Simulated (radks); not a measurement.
The numbers below are computed, except where a source is named.
Neutral arsenic inside a hard spherical wall (all orbitals vanish at R), configuration held at [Ar] 3d10 4s2 4p3 and not refilled when levels cross. Code: a radial shooting solver on a logarithmic mesh with Libxc functionals. Model: non-relativistic Kohn-Sham, LDA (Slater exchange, Perdew-Wang correlation), spin-polarised, spherical densities, point nucleus; open shells are filled with parallel spins first. Eigenvalues in eV for spin up, with the zero of energy where the potential of the charges vanishes at infinity; a dash marks a level that is unbound or too diffuse for the functional's potential to be trusted. A positive occupied level is held by the wall or, in an anion where self-interaction has pushed it up, behind a barrier. The pressure on the wall is -dE/dV.

R (bohr),E (hartree),kinetic (hartree),e(3p),e(3d),e(4s),e(4p),"e(5s, empty)","e(5p, empty)",pressure (GPa)
free,-2232.57307,2230.497,-131.77,-41.784,-14.882,-5.989,-0.481,-,0
20,-2232.57307,2230.497,-131.77,-41.784,-14.882,-5.989,-0.473,0.396,< 0.0001
15,-2232.57307,2230.497,-131.77,-41.784,-14.882,-5.989,-0.424,0.684,< 0.0001
12,-2232.57306,2230.497,-131.77,-41.782,-14.882,-5.988,-0.274,1.157,0.000153
8,-2232.57162,2230.510,-131.67,-41.676,-14.800,-5.905,1.067,3.768,0.0698
7,-2232.56765,2230.541,-131.46,-41.474,-14.649,-5.744,2.339,5.779,0.343
4,-2232.24342,2232.085,-125.74,-35.846,-10.279,-0.330,25.638,34.552,70.6
3.5,-2231.87688,2233.507,-122.11,-32.308,-6.939,3.897,41.089,51.843,204
3,-2231.04202,2236.423,-116.31,-26.657,-0.461,11.923,68.678,81.733,650
2.5,-2228.97470,2243.068,-106.48,-17.022,13.551,28.634,122.01,137.75,2430
2,-2223.07196,2260.993,-87.567,2.112,49.243,68.961,238.27,256.03,11700
